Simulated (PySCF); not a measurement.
Estimate the missing entries of this data sheet.

Compound: 3-methylbutanethioamide, C5H11NS.
Structure used (PBE0-D3(BJ)/def2-SVP), in Å, numbered top down from 1:
```xyz
18
C5H11NS angstrom
C     -0.7934    0.1152    1.3756
C     -0.6901   -0.5416    0.0054
C     -2.0015   -0.4548   -0.7630
C      0.4544    0.0565   -0.8210
C      1.8080   -0.1149   -0.1778
N      2.4647    1.0217    0.0929
S      2.4314   -1.6022    0.1814
H     -1.0122    1.1933    1.2859
H      0.1407   -0.0010    1.9467
H     -1.6026   -0.3376    1.9686
H     -0.4314   -1.6045    0.1526
H     -1.9336   -0.9645   -1.7371
H     -2.8215   -0.9222   -0.1965
H     -2.2864    0.5941   -0.9518
H      0.2495    1.1250   -1.0188
H      0.4914   -0.4519   -1.7978
H      2.0724    1.9275   -0.1270
H      3.3782    0.9654    0.5267
```

```json
{"property": "point group", "level": "PBE0-D3(BJ)/def2-SVP", "value": "C1"}
{"property": "rotational constants A, B, C", "level": "PBE0-D3(BJ)/def2-SVP", "value": "?"}
{"property": "dipole moment", "level": "wB97X-D/def2-SVPD", "value": "4.40 D"}
{"property": "HOMO energy", "level": "wB97X-D/def2-SVPD", "value": "?"}
{"property": "LUMO energy", "level": "wB97X-D/def2-SVPD", "value": "?"}
{"property": "lowest singlet excitation", "level": "TDDFT wB97X-D/def2-SVPD", "value": "3.46 eV (358 nm, f = 0.000)"}
{"property": "strongest line among the 6 lowest singlet transitions", "level": "TDDFT wB97X-D/def2-SVPD", "value": "S2 at 5.15 eV (241 nm, f = 0.183)"}
{"property": "static isotropic polarisability", "level": "wB97X-D/def2-SVPD", "value": "?"}
{"property": "electronic spatial extent ⟨r²⟩ about the centre of nuclear charge", "level": "wB97X-D/def2-SVPD", "value": "?"}
```

Electronic properties: PySCF, gas phase, density fitting.

Problem. The rotational constants A, B, C?

Solution. 3.369, 1.265, 1.157 GHz.

Problem. Give the static isotropic polarisability.

Solution. 93.3 au.

Problem. Give the LUMO energy.

Solution. 0.77 eV.

Problem. The electronic spatial extent ⟨r²⟩ about the centre of nuclear charge?

Solution. 1142 bohr².

Problem. What is the HOMO energy?

Solution. -7.93 eV.

The rotational constants make it an asymmetric top with κ = (2B − A − C)/(A − C) = -0.90, nearer the prolate limit (−1). The 6 singlets span 3.46 to 7.09 eV, and their oscillator strengths add up to 0.31. The largest Löwdin shares of the HOMO are 0.77 on S7 and 0.12 on C5. With B = h/(8π²I), that is 505.379 GHz u Å² over I, the principal moments of inertia are 150.0, 399.6 and 436.7 u Å² (most abundant isotopes). The principal polarisabilities are 78.1, 96.3 and 105.6 au; their mean is the isotropic value. The dipole equals about 14.7 × 10⁻³⁰ C·m (1 D = 3.33564 × 10⁻³⁰ C·m).

One conformer stands for the species.
